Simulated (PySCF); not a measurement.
A species of formula C4H6ClFO2 has this rotational fingerprint, computed with PBE0/def2-SVPD in PySCF (dipole) on a GFN2-xTB geometry, gas phase:

* Rotational constants: A = 3185, B = 1038, C = 944.4 MHz
* Dipole components: |μa| = 1.42 D, |μb| = 0.38 D, |μc| = 1.14 D
* Inertial defect: -110.59 u·Å²
* κ: -0.92

Question: Which candidate fits, each taken in the one conformer that was computed?
A. `[F:1][C@H:2]([Cl:3])[CH:4]1[O:5][CH2:6][CH2:7][O:8]1` with F1–C2–C4–O5 55°, C2–C4–O5–C6 -91°, C4–O5–C6–C7 -18°, O5–C6–C7–O8 0°, C6–C7–O8–C4 17°
B. `[CH3:1][C@@:2]([F:3])([Cl:4])[CH2:5][C:6](=[O:7])[OH:8]` with C1–C2–C5–C6 67°, C2–C5–C6–O7 -57°, C5–C6–O8–H -179°
C. `[CH3:1][O:2][CH2:3][C@H:4]([F:5])[C:6](=[O:7])[Cl:8]` with C1–O2–C3–C4 -179°, O2–C3–C4–F5 179°, C3–C4–C6–O7 -107°

Answer: B. It is C[C@@](F)(Cl)CC(=O)O, a near-prolate asymmetric top, point group C1. The candidates at the same level (rigid rotor, commonest isotopes):

```
              SMILES  A (MHz)  B (MHz)  C (MHz)  μa (D)  μb (D)  μc (D)  Δ (u·Å²)  point group                        rotor
C[C@@](F)(Cl)CC(=O)O     3185     1038    944.4    1.42    0.38    1.14   -110.59           C1  near-prolate asymmetric top
  COC[C@H](F)C(=O)Cl     2231     1125     1005    2.94    1.11    1.30   -172.91           C1               asymmetric top
   F[C@H](Cl)C1OCCO1     3510     1186     1135    1.93    0.65    0.14   -124.82           C1  near-prolate asymmetric top
```

`COC[C@H](F)C(=O)Cl` has A 30 % too low; `F[C@H](Cl)C1OCCO1` has C 20 % too high. No structure here is proved a minimum.
